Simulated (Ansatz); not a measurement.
Correlation energies of C$_{3}$H$_{7}$Al (`[CH3][Al]1[CH2][CH2]1`) by basis set

```csv
atom,x (Å),y (Å),z (Å)
C1,-1.989,-0.712,0.723
Al2,-0.254,-0.088,0.111
C3,1.569,-0.281,-0.409
C4,1.003,1.204,-0.507
H5,-2.548,0.075,1.234
H6,-1.897,-1.570,1.392
H7,-2.585,-1.032,-0.138
H8,1.867,-0.713,-1.363
H9,2.372,-0.408,0.316
H10,0.974,1.609,-1.518
H11,1.489,1.917,0.159
```

Charge 0, multiplicity 1. The geometry is a stationary point of PBE0-D4/def2-TZVP. Frozen core, restricted reference, the Gaussian-basis code of Ansatz. CBS rows extrapolate triple and quadruple zeta; past MP2 they add the triple-zeta difference.

```
     basis     HF (Eh)  MP2 corr.  CCSD corr.       (T)  CCSD(T) total
  def2-SVP           ?   -0.48908           ?  -0.01708              ?
def2-TZVPP           ?   -0.60035    -0.64105  -0.02678              ?
def2-QZVPP  -359.59572   -0.63831           –         –              –
 CBS(def2)  -359.59743          ?    -0.70712     as TZ              ?
```

Task: Fill in the withheld values. (An estimate is asked.)

Result: Ansatz gave: def2-SVP HF (Eh): -359.36850; def2-SVP CCSD corr.: -0.53741; def2-SVP CCSD(T) total: -359.92299; def2-TZVPP HF (Eh): -359.58331; def2-TZVPP CCSD(T) total: -360.25114; CBS(def2) MP2 corr.: -0.66643; CBS(def2) CCSD(T) total: -360.33133.
